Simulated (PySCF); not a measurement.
HfO₃, SMILES [O]=[Hf]1[O][O]1, multiplicity 1. Atoms are numbered in the order given.

```xyz
4

Hf     0.2050     0.1798     0.0000
O     -1.0656     1.4243     0.0000
O     -0.3897    -1.5214     0.7608
O     -0.3897    -1.5214    -0.7608
```
Charge 0, spin multiplicity 1.

Geometry: B3LYP-D3(BJ)/def2-TZVP. The multiplicity is an assumed one; other spin states were not compared. The def2 effective core potentials stand for the cores of Hf; spin–orbit coupling is left out.

All values below come from PBE/def2-TZVPD (PySCF).

Mulliken values depend strongly on the basis, most of all with diffuse functions as here. ESP charges are fitted to the potential on shells at 1.4 to 2.0 van der Waals radii. Atomic charges (e):

| atom | ESP fit | Mulliken |
|---|---|---|
| Hf1 | ? | 1.30 |
| O2 | ? | -0.64 |
| O3 | ? | -0.33 |
| O4 | ? | -0.33 |

Question: Fill in the missing entries. (The exact figures need the calculation; the answer reports its results.)

Answer: 
- Hf1, ESP fit: 1.55
- O2, ESP fit: -0.75
- O3, ESP fit: -0.40
- O4, ESP fit: -0.40
